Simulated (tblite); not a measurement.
Input of a run (GFN2-xTB geometry optimisation, gas phase (tblite 0.8.0)), started from a force field or distance geometry:
```
{"job": {"kind": "relax", "xc": "GFN2-xTB", "basis": "xTB"}, "charge": 0, "multiplicity": 1}
C     -1.337800    -0.951400    -1.324000
Si    -0.710600     0.145300     0.035400
C     -1.591800    -0.164800     1.647100
C     -0.803400     1.956300    -0.458400
N      1.032000    -0.207500     0.329900
C      1.969700    -0.536100    -0.601600
C      3.167600    -0.706600     0.065100
N      2.900200    -0.470400     1.389500
N      1.617800    -0.176800     1.530400
H     -0.712000    -0.847400    -2.220300
H     -1.407300    -2.019400    -1.051900
H     -2.385800    -0.636500    -1.641500
H     -2.718600    -0.241700     1.508100
H     -1.332800     0.650900     2.324900
H     -1.294500    -1.130000     2.115000
H     -0.930800     2.054300    -1.541300
H     -1.570200     2.498100     0.121900
H      0.186400     2.402500    -0.218900
H      1.789800    -0.631300    -1.647300
H      4.126900    -0.976900    -0.365300
```

Output (eV, eV/Å):
```
step      E/eV     max force
  0    -728.58295    2.337
  1    -728.80486    0.913
  2    -728.84889    0.440
  3    -728.87612    0.398
  4    -728.90181    0.435
  5    -728.91584    0.354
  6    -728.92639    0.258
  7    -728.93373    0.221
  8    -728.93865    0.158
  9    -728.94191    0.145
 10    -728.94378    0.090
 11    -728.94483    0.073
 12    -728.94570    0.081
 13    -728.94669    0.082
 14    -728.94775    0.064
 15    -728.94885    0.076
 16    -728.95018    0.127
 17    -728.95189    0.143
 18    -728.95352    0.095
 19    -728.95440    0.054
 20    -728.95470    0.035
 21    -728.95488    0.033
 22    -728.95518    0.045
 23    -728.95566    0.067
 24    -728.95631    0.073
 25    -728.95706    0.077
 26    -728.95788    0.092
 27    -728.95876    0.074
 28    -728.95958    0.084
 29    -728.96022    0.071
 30    -728.96071    0.060
 31    -728.96121    0.067
 32    -728.96176    0.053
 33    -728.96226    0.056
 34    -728.96257    0.039
 35    -728.96274    0.023
 36    -728.96288    0.027
 37    -728.96307    0.034
 38    -728.96335    0.041
 39    -728.96375    0.045
 40    -728.96429    0.054
 41    -728.96494    0.065
 42    -728.96566    0.067
 43    -728.96642    0.069
 44    -728.96720    0.062
 45    -728.96802    0.074
 46    -728.96885    0.092
 47    -728.96966    0.080
 48    -728.97040    0.066
 49    -728.97110    0.059
 50    -728.97103    0.123
 51    -728.97219    0.068
 52    -728.97261    0.063
 53    -728.97368    0.060
 54    -728.97410    0.059
 55    -728.97541    0.069
 56    -728.97610    0.055
 57    -728.97662    0.042
 58    -728.97698    0.058
 59    -728.97733    0.064
 60    -728.97789    0.060
 61    -728.97838    0.061
 62    -728.97903    0.051
 63    -728.97947    0.035
 64    -728.97970    0.026
 65    -728.97984    0.030
 66    -728.98000    0.040
 67    -728.98027    0.039
 68    -728.98129    0.060
 69    -728.98196    0.077
 70    -728.98284    0.068
 71    -728.98343    0.083
 72    -728.98428    0.101
 73    -728.98533    0.086
 74    -728.98670    0.062
 75    -728.98754    0.081
 76    -728.98847    0.054
 77    -728.98848    0.117
 78    -728.98927    0.052
 79    -728.98957    0.038
 80    -728.99008    0.027
 81    -728.99014    0.018
 82    -728.99022    0.016
 83    -728.99026    0.013
 84    -728.99030    0.010
 85    -728.99032    0.010
```

Summarise the run.

The energy falls by 0.407 eV over 85 L-BFGS steps, the largest force on an atom goes from 2.34 to 0.010 eV/Å, and the atoms move by 0.376 Å rms after alignment. Among the bonds, C1–H12 and C3–H13 change most and about equally (-0.054 to -0.053 Å). Bonds longer at the end by more than 0.005 Å: 3 of 20; shorter: 15. Among the angles that change most is H16–C4–H17, from 113.3° to 107.5°. Among the dihedrals that turn most is C3–Si2–C4–H17, from -15° to -64°. The energy rose by more than 1e-5 eV at step 50. The first step brought 54 % of the lowering.

What are the final bond lengths?

C1–Si2 1.905 Å, Si2–C3 1.894 Å, Si2–C4 1.904 Å, Si2–N5 1.782 Å, N5–C6 1.354 Å, C6–C7 1.371 Å, C7–N8 1.350 Å, N8–N9 1.272 Å, N5–N9 1.340 Å, C1–H10 1.087 Å, C1–H11 1.087 Å, C1–H12 1.085 Å, C3–H13 1.085 Å, C3–H14 1.085 Å, C3–H15 1.086 Å, C4–H16 1.087 Å, C4–H17 1.085 Å, C4–H18 1.086 Å, C6–H19 1.069 Å, C7–H20 1.070 Å. Numbering counts from 1 in the input's order; the species is 1-(trimethylsilyl)-1H-1,2,3-triazole (`C[Si](C)(C)n1ccnn1`).

Time: 0.59 s. Hardware: one thread of an Arm Neoverse V2 (shared host).

Its lowest GFN2-xTB frequency is 9i cm⁻¹, too small to tell a flat minimum from a shallow saddle.

All values are computed, not measured.
